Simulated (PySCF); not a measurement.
How methods differ on the electron affinity of Ge

Ge⁻ [Ar] 3d10 4s2 4p3 (4S) → Ge [Ar] 3d10 4s2 4p2 (3P), as a difference of total energies. All numbers are calculated (PySCF 2.14, a scalar-relativistic core potential, in aug-cc-pwCVTZ-PP with ECP10MDF). Correlated levels: valence: 3s2 3p6 3d10 frozen. The calculations carry no spin-orbit coupling.

```json
{"method": "UHF", "electron affinity (eV)": "0.833", "difference from reference (eV)": "-0.400"}
{"method": "MP2 (valence)", "electron affinity (eV)": "1.299", "difference from reference (eV)": "+0.066"}
{"method": "SCS-MP2 (valence)", "electron affinity (eV)": "1.132", "difference from reference (eV)": "-0.101"}
{"method": "CCSD (valence)", "electron affinity (eV)": "1.272", "difference from reference (eV)": "+0.039"}
{"method": "CCSD(T) (valence)", "electron affinity (eV)": "1.321", "difference from reference (eV)": "+0.088"}
```

Reference: 1.233 eV (measured; photodetachment measurements, as compiled on the Wikipedia data page of electron affinities).

The reference lies between the lowest fine-structure levels, while these numbers refer to the centres of the terms.

Errors of the correlated levels include the incompleteness of this basis and the frozen core.
